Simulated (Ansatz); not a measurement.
Calculated with Ansatz (gas phase, PBE0-D4/def2-TZVP geometries, no zero-point term in ΔE). CCSD(T)/CBS is the MP2 limit (def2-TZVPP, def2-QZVPP) plus CCSD(T) − MP2 in def2-TZVPP, frozen cores. This one scheme is used for every species. Functionals use def2-TZVPP. B3LYP here is the variant with VWN-RPA as its local correlation; programs differ in this. HSE06 is defined as in plane-wave codes. One conformer a species, not always the lowest.

Reaction (silylene loss): `[SiH3][SiH2]S[SiH3]` → `[SiH3][SiH2]S` + `[SiH2]`

(1) Is it downhill or uphill in electronic energy at CCSD(T)/CBS, and by how much? (Best estimate.)

(2) What do these levels give: r2SCANh-D4, HSE06-D4, BHLYP-D4, B2PLYP, PBE0, B3LYP, HSE06, CAM-B3LYP, CCSD(T)/def2-TZVPP, HF/def2-QZVPP, SCS-MP2/def2-QZVPP, CCSD/CBS(def2)? (Estimate.)

Largest T1 diagnostic among the species: 0.014.

Results:

(1) The calculation gave: Uphill: ΔE = +3.11 eV.

(2) Computed: r2SCANh-D4 3.33, HSE06-D4 3.24, BHLYP-D4 3.17, B2PLYP 3.02, PBE0 3.14, B3LYP 2.86, HSE06 3.14, CAM-B3LYP 2.98, CCSD(T)/def2-TZVPP 3.01, HF/def2-QZVPP 2.86, SCS-MP2/def2-QZVPP 3.17, CCSD/CBS(def2) 3.05 eV.

The D4 term adds +0.19 eV with B3LYP and +0.10 eV with PBE0; it sums over pairs of atoms, weighted by their polarisabilities, and B3LYP, whose exchange is more repulsive, gets the larger term. In def2-TZVPP, CCSD(T) changes the Hartree–Fock value by +0.16 eV (the triples alone add +0.06 eV) and MP2 by +0.42 eV.
